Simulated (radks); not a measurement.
Spin polarisation of the 3p2 shell in the chlorine ion Cl3+. Start: [Ne] 3s2 3p(up 1, down 1); electrons of 3p are moved from spin down to spin up, other shells keep equal spins. All-electron calculation, scalar-relativistic Kohn-Sham, PBE, spin-polarised, spherical densities, point nucleus. Program: a radial shooting solver on a logarithmic mesh with Libxc functionals.

moment (Bohr magnetons)	E - E(0) (eV)	e(3p up) (eV)	e(3p down) (eV)	3s down minus up (eV)	2p down minus up (eV)	2s down minus up (eV)
0	0.000	-45.114	-45.114	0.000	0.000	0.000
0.5	-0.094	-45.472	-44.718	0.784	0.149	0.107
1	-0.378	-45.796	-44.277	1.578	0.299	0.214
1.5	-0.855	-46.088	-43.786	2.390	0.451	0.323
2	-1.531	-46.350	-43.237	3.227	0.603	0.434

At moment 2 the spin-polarisation energy is -1.531 eV and the 3p exchange splitting 3.113 eV, that is 1.556 eV per Bohr magneton; E = -I m^2/4 would give I = 1.531 eV.
